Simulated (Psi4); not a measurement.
Computed with SAPT0/jun-cc-pVDZ, frozen core in Psi4.

Psi4 input:

```
molecule {
0 1
Mg -0.00001527 0.00014217 0.00019297
F -0.21332212 1.38065871 -1.05422152
F 0.21333739 -1.38080088 1.05402855
--
0 1
S -1.26865465 0.96236669 2.05336557
H -0.29648227 0.42933586 2.81052512
H -1.98468554 -0.17325211 2.06755596
units angstrom
symmetry c1
no_reorient
no_com
}
set basis jun-cc-pvdz
set scf_type df
set freeze_core true
energy('sapt0')
```

Part of the output:

```
    SAPT Results
  --------------------------------------------------------------------------------------------------------
    Electrostatics                -36.56307939 [mEh]     -22.94367871 [kcal/mol]     -95.99635171 [kJ/mol]
      Elst10,r                    -36.56307939 [mEh]     -22.94367871 [kcal/mol]     -95.99635171 [kJ/mol]

    Exchange                       42.64425789 [mEh]      26.75967583 [kcal/mol]     111.96248365 [kJ/mol]
      Exch10                       42.64425789 [mEh]      26.75967583 [kcal/mol]     111.96248365 [kJ/mol]
      Exch10(S^2)                  41.92967600 [mEh]      26.31126892 [kcal/mol]     110.08634918 [kJ/mol]

    Induction                     -14.31954992 [mEh]      -8.98565323 [kcal/mol]     -37.59597313 [kJ/mol]
      Ind20,r                     -69.05806406 [mEh]     -43.33458944 [kcal/mol]    -181.31192220 [kJ/mol]
      Exch-Ind20,r                 52.15706700 [mEh]      32.72905367 [kcal/mol]     136.93836053 [kJ/mol]
      delta HF,r (2)                2.58144714 [mEh]       1.61988254 [kcal/mol]       6.77758854 [kJ/mol]

    Dispersion                     -3.78760129 [mEh]      -2.37675569 [kcal/mol]      -9.94434581 [kJ/mol]
      Disp20                       -5.29041670 [mEh]      -3.31978660 [kcal/mol]     -13.88998713 [kJ/mol]
      Exch-Disp20                   1.50281541 [mEh]       0.94303091 [kcal/mol]       3.94564132 [kJ/mol]
      Disp20 (SS)                  -2.64520835 [mEh]      -1.65989330 [kcal/mol]      -6.94499357 [kJ/mol]
      Disp20 (OS)                  -2.64520835 [mEh]      -1.65989330 [kcal/mol]      -6.94499357 [kJ/mol]
      Exch-Disp20 (SS)              0.87363803 [mEh]       0.54821614 [kcal/mol]       2.29373633 [kJ/mol]
      Exch-Disp20 (OS)              0.62917738 [mEh]       0.39481477 [kcal/mol]       1.65190499 [kJ/mol]

  Total HF                         -8.23837142 [mEh]      -5.16965611 [kcal/mol]     -21.62984118 [kJ/mol]
  Total SAPT0                     -12.02597271 [mEh]      -7.54641181 [kcal/mol]     -31.57418699 [kJ/mol]
```
